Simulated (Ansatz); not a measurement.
Computed with Ansatz on PBE0-D4/def2-TZVP structures; ΔE is electronic, products minus reactants. CCSD(T)/CBS is the MP2 limit (def2-TZVPP, def2-QZVPP) plus CCSD(T) − MP2 in def2-TZVPP, frozen cores. DFT in def2-TZVPP. B3LYP here is the variant with VWN-RPA as its local correlation; programs differ in this. Each species was taken in one conformer, which may not be the lowest.

Reaction (redistribution): `BCS[SiH2][SiH3]` + `C=C(Cl)[SiH2]C` → `C=C(Cl)[SiH2][SiH3]` + `BCS[SiH2]C`

`BCS[SiH2][SiH3]`:

```xyz
14

B     1.896   -2.290   -0.211
C     0.715   -1.323    0.075
S    -0.217   -0.809   -1.398
Si   -1.643    0.500   -0.501
Si   -0.601    2.389    0.411
H     2.217   -2.604   -1.318
H     2.507   -2.714    0.727
H     1.145   -0.450    0.588
H     0.047   -1.782    0.815
H    -2.408   -0.218    0.559
H    -2.574    0.897   -1.589
H     0.488    1.974    1.339
H    -0.005    3.210   -0.676
H    -1.568    3.222    1.177
```

`C=C(Cl)[SiH2]C`:

Z-matrix (Å, degrees):
```
Si
C 1 1.864
C 1 1.874 2 110.7
H 1 1.487 2 110.4 3 -119.8
H 1 1.489 2 111.6 3 118.5
H 2 1.092 1 110.3 3 58.6
H 2 1.092 1 110.6 3 178.3
H 2 1.092 1 110.9 3 -61.4
Cl 3 1.745 1 114.5 2 -58.2
C 3 1.326 1 125.7 2 121.5
H 10 1.085 3 122.7 1 -179.9
H 10 1.084 3 119.4 1 0.3
```

`C=C(Cl)[SiH2][SiH3]`:

Z-matrix (Å, degrees):
```
Si
Si 1 2.341
C 1 1.873 2 110.0
H 1 1.489 2 110.9 3 -118.8
H 1 1.487 2 110.1 3 120.1
H 2 1.486 1 110.7 3 -64.3
H 2 1.488 1 109.5 3 175.7
H 2 1.487 1 109.7 3 56.4
Cl 3 1.743 1 114.2 2 61.0
C 3 1.326 1 125.8 2 -117.5
H 10 1.085 3 122.5 1 178.5
H 10 1.084 3 119.6 1 -1.6
```

`BCS[SiH2]C`:

Z-matrix (Å, degrees):
```
C
S 1 1.818
B 1 1.552 2 114.9
H 1 1.098 2 110.7 3 -124.0
H 1 1.100 2 110.8 3 120.1
Si 2 2.131 1 100.1 3 177.3
H 3 1.195 1 122.6 2 5.0
H 3 1.198 1 117.7 2 -176.2
C 6 1.868 2 113.1 1 65.3
H 6 1.491 2 109.1 1 -56.3
H 6 1.486 2 105.1 1 -173.6
H 9 1.092 6 110.7 2 59.0
H 9 1.094 6 110.2 2 179.0
H 9 1.092 6 111.3 2 -61.5
```

| level | ΔE (kcal/mol) |
| --- | --- |
| B3LYP | 0.3 |
| SCS-MP2/def2-QZVPP | 0.1 |

(1) What does CCSD(T)/CBS give? (An estimate is asked.)

Largest T1 diagnostic among the species: 0.012.

Answers

(1) Ansatz gave: +0.3 kcal/mol. The listed levels differ from it by 0.0, -0.2 kcal/mol.

CCSD(T)/CBS has its own doubt, a few kJ/mol and more with outer-core shells, so smaller differences from it don't rank the levels.
